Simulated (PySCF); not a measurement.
## Polarisability and C₆ of Xe³⁵⁺ (xenon, charge +35)

[Ar] 3d1, 2D determinant. Calculation: PySCF 2.14, in an uncontracted even-tempered set (16 s from 5.6 bohr⁻², ratio 2.5; 11 p from 7.3 bohr⁻², ratio 2.5; 7 d from 7.3 bohr⁻², ratio 2.5; 4 f from 25 bohr⁻², ratio 2.7; 3 g from 38 bohr⁻², ratio 2.7); no relativity, point nucleus. Coupled (time-dependent) response in atomic units; α is the mean over directions.

| method | mean α (bohr³) | α xx, yy, zz | C₆ (like pair) | S(−4) |
| --- | --- | --- | --- | --- |
| UHF | 0.01683 | 0.01637, 0.01637, 0.01777 | 0.002273 | 0.0002347 |
| PBE0 | 0.01675 | 0.01629, 0.01629, 0.01767 | 0.002262 | 0.0002316 |

S(−4) is the Cauchy moment in α(ω) = α(0) + S(−4) ω² + …

Spin-orbit coupling is absent.

α(iu) at UHF:

| u (hartree) | α(iu) (bohr³) |
| --- | --- |
| 0 | 0.01683 |
| 1.00 | 0.01660 |
| 2.00 | 0.01595 |
| 4.00 | 0.01387 |
| 6.00 | 0.01154 |
| 8.00 | 0.009525 |
| 10.0 | 0.007957 |
| 15.0 | 0.005526 |
| 20.0 | 0.004255 |
| 30.0 | 0.002980 |
| 50.0 | 0.001846 |

A single London oscillator, α(iu) = α/(1 + u²/ω²), gives C₆ = (3/4) ω α². Matching the computed C₆ needs ω = 4 × 0.002273 / (3 × 0.01683²) = 10.7 hartree.

For an ion, C₆ is the dispersion term alone; charge-induced terms of lower order in 1/R come first.

The components differ because the open shell of this determinant is not spherical; for a pure term their mean is the scalar polarisability.

A non-relativistic calculation at this Z misses sizeable relativistic shifts. Spin-orbit coupling, absent here, splits the open shell strongly.
